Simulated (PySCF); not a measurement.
C3H2F3, SMILES FC(F)(F)C=[CH], multiplicity 2.

Coordinates come from a PBE0-D3(BJ)/def2-SVP optimisation. The isomer is the one that the SMILES or the coordinates give; other isomers of the formula were not compared.

Two levels are set side by side: PBE/def2-TZVP (PySCF) and B3LYP/def2-TZVP (PySCF). Same geometry, gas phase. Differences are taken from unrounded values.

```
quantity                     B3LYP
---------------------------  -----
α-spin orbital gap (eV)       6.42
β-spin orbital gap (eV)       5.44
dipole moment (D)             2.59
mean polarisability (bohr³)   36.7
```

What does PBE give, and how far is it from B3LYP? (Estimate from the structure and the level; the computed values follow.)


```tsv
quantity	PBE	PBE minus B3LYP
α-spin orbital gap (eV)	4.37	-2.06
β-spin orbital gap (eV)	3.70	-1.74
dipole moment (D)	2.39	-0.20
mean polarisability (bohr³)	37.9	1.2
```

PBE's more diffuse valence density responds more strongly to a field. Differences between two approximate levels are no errors against the true value.

Rough cost on one machine, each run with all the roots and properties that it gave: B3LYP against PBE within a factor of 2.
